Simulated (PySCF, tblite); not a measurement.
Isomers of C3H11Si3 (doublet state). Level: GFN2-xTB in tblite, geometry and Hessian alike; calculated harmonic values, unscaled, isolated species. This tight-binding method is rough: wavenumbers can miss measured ones by several per cent, in bad cases by 10 to 20. Modes of hydrogen on silicon can be 10 to 20 % off. One conformer each. Open shells enter through the occupations alone, without spin polarisation, and single modes of such species can be off by tens of per cent.

Electronic energies: B3LYP/pcH-1 single points on the GFN2-xTB geometries (PySCF, gas phase).

```json
{"SMILES": "[SiH3]/C=[C]\\[SiH2]C[SiH3]", "electronic energy, lowest = 0 (kcal/mol)": "7.2"}
{"SMILES": "[SiH2]/C=C\\[SiH2]C[SiH3]", "electronic energy, lowest = 0 (kcal/mol)": "0.0"}
{"SMILES": "[SiH3]/C=C\\[SiH]C[SiH3]", "electronic energy, lowest = 0 (kcal/mol)": "0.5"}
```

Task: How do GFN2-xTB zero-point energies change the relative energies?

Result: 
```
                    SMILES  ZPE (kcal/mol)  of it from modes above 1550 cm⁻¹  electronic (kcal/mol)  with ZPE, lowest = 0 (kcal/mol)  lowest mode (cm⁻¹)  rings
  [SiH2]/C=C\[SiH2]C[SiH3]            70.9                              39.5                    0.0                              0.0                  47      0
   [SiH3]/C=C\[SiH]C[SiH3]            70.9                              39.3                    0.5                              0.5                  39      0
[SiH3]/C=[C]\[SiH2]C[SiH3]            68.5                              40.7                    7.2                              4.8                  14      0
```

The zero-point energies span 2.4 kcal/mol, from `[SiH3]/C=[C]\[SiH2]C[SiH3]` to `[SiH3]/C=C\[SiH]C[SiH3]`. The order is unchanged.

Task: And how do the electronic energies of GFN2-xTB itself compare?

Result: `[SiH2]/C=C\[SiH2]C[SiH3]` 0.0; `[SiH3]/C=C\[SiH]C[SiH3]` 0.4; `[SiH3]/C=[C]\[SiH2]C[SiH3]` 11.4 kcal/mol, lowest = 0. Against the energies above, taken from the same isomer `[SiH2]/C=C\[SiH2]C[SiH3]`, the largest difference is 4.2 kcal/mol.
